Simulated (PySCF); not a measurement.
CH₆AlClO₂Si, SMILES Cl[SiH2][CH2][Al]([OH])[OH].

Geometry: PBE-D3(BJ)/def2-SVP. The structure was generated by enumeration; whether it is a known compound was not checked. One conformer was computed; it need not be the lowest.

Computed with PySCF with C-PCM-ωB97X/def2-SVP.

The values are the electrostatic part of the solvation free energy, E(continuum) − E(gas) at the gas-phase geometry, in a cavity of scaled van der Waals radii (PySCF's table); cavitation and dispersion terms are not included. A continuum can't describe solvent molecules that bind to the metal. In vacuum the orbital gap is 12.29 eV. The dipole moment in vacuum is 4.38 D.

```tsv
solvent	ε	ΔG(elec) (kcal/mol)	dipole (D)	gap (eV)
water	78.36	-10.7	5.35	12.70
methanol	32.61	-10.4	5.33	12.69
acetone	20.49	-10.2	5.31	12.68
```
